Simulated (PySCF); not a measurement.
Computed shifts of a molecule C₅H₇F, PBE0/pcSseg-1 in PySCF, GIAO, gas phase, atoms alike by connectivity averaged where their shifts nearly agree, in ppm (number of nuclei): ¹³C: 155.3 (1), 120.0 (1), 34.6 (1), 25.8 (1), 14.5 (1). ¹⁹F: -99.5 (1). ¹H: 2.90 (2), 2.20 (2), 2.00 (3). References: ¹³C against TMS (σ = 186.3 ppm); ¹⁹F against CFCl3 (σ = 167.2 ppm); ¹H against TMS (σ = 31.56 ppm), references at their B3LYP-D3(BJ)/def2-TZVP geometries, non-relativistic. The structure is a stationary point at PBE0-D3(BJ)/def2-SVP. One conformer was computed; it need not be the lowest.

Task: Pick the molecule that these values belong to.
A) C[C@H]1CC=C1F
B) CC1=C(F)CC1
C) C=C1CC(F)C1
D) C=C=C[C@@H](C)F

Result: B, CC1=C(F)CC1
